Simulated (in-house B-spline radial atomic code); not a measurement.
Ionising Ne VI (Ne5+) with different functionals

Computed with a B-spline radial code for spherical atoms: non-relativistic Hamiltonian, point nucleus, spin-polarised at highest spin, spherical fractional occupations for the functionals, the average over the highest-spin determinants for Hartree-Fock. The ionisation energy is the difference of two self-consistent energies, [He] 2s2 2p1 → [He] 2s2, without Breit or QED terms; ε is the level of the shell that loses the electron (its least bound occupied spin orbital).

Hybrids are left out here: with spherical fractional occupations of an open shell their exact exchange keeps a self-interaction that integer-occupation calculations don't have.

```csv
method,rung,ΔSCF (eV),-ε(2p) (eV)
Hartree-Fock,Hartree-Fock,157.84,158.50
LDA VWN5,LDA,158.13,142.35
LDA PW92,LDA,158.12,142.33
LDA exchange-only,LDA,156.32,140.67
PBE,GGA,158.14,142.34
PBEsol,GGA,157.80,142.09
BLYP,GGA,158.40,142.57
RPBE,GGA,157.95,142.23
PW91,GGA,158.36,142.57
BP86,GGA,158.15,142.38
AM05,GGA,157.70,142.04
OLYP,GGA,157.95,142.50
TPSS,meta-GGA,157.88,142.39
SCAN,meta-GGA,157.59,142.50
r2SCAN,meta-GGA,157.48,142.43
M06-L,meta-GGA,157.43,142.21
revTPSS,meta-GGA,157.52,142.10
```

How do they compare with the NIST value?

NIST lists 157.93 eV ± 0.005 (measured, ground level to ground level). Errors run from -1.62 to +0.47 eV; OLYP is closest (+0.01 eV), but part of that can be cancellation, since the calculations leave out relativity, Breit-QED terms, multiplet and fine-structure energies. Hartree-Fock also lacks correlation.
